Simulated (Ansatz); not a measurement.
Consider the redistribution: `C[SiH2]C[SiH2]O` + `NB(F)[TeH]` → `C[SiH2]B(N)F` + `O[SiH2]C[TeH]`.

Computed with Ansatz on PBE0-D4/def2-TZVP structures; ΔE is electronic, products minus reactants. CCSD(T)/CBS is the MP2 limit (def2-TZVPP, def2-QZVPP) plus CCSD(T) − MP2 in def2-TZVPP, frozen cores. DFT in def2-TZVPP. B3LYP here is the variant with VWN-RPA as its local correlation; programs differ in this. Elements past krypton have def2 core potentials. For Te outer-core shells are correlated without core-valence functions, which leaves a few kJ/mol of doubt a bond. Each species was taken in one conformer, which may not be the lowest.

Question: Is it downhill or uphill in electronic energy at CCSD(T)/CBS, and by how much? (Estimate.)

Answer: Ansatz gave: Uphill: ΔE = +0.93 eV.

Question: What do these levels give: PBE-D4, r2SCAN-D4, B3LYP-D4, ωB97X-V, B2PLYP, r2SCAN, PBE0, B3LYP, HF/def2-TZVPP, MP2/def2-TZVPP, CCSD(T)/def2-TZVPP, MP2/CBS(def2)? (Estimate.)

Answer: Computed: PBE-D4 0.87, r2SCAN-D4 0.99, B3LYP-D4 0.92, ωB97X-V 0.95, B2PLYP 0.95, r2SCAN 0.98, PBE0 0.94, B3LYP 0.92, HF/def2-TZVPP 1.05, MP2/def2-TZVPP 1.02, CCSD(T)/def2-TZVPP 0.95, MP2/CBS(def2) 1.01 eV.

Largest T1 diagnostic among the species: 0.012.

From PBE to PBE0 (25 % exact exchange), in def2-TZVPP and without D4, ΔE moves by +0.07 eV.
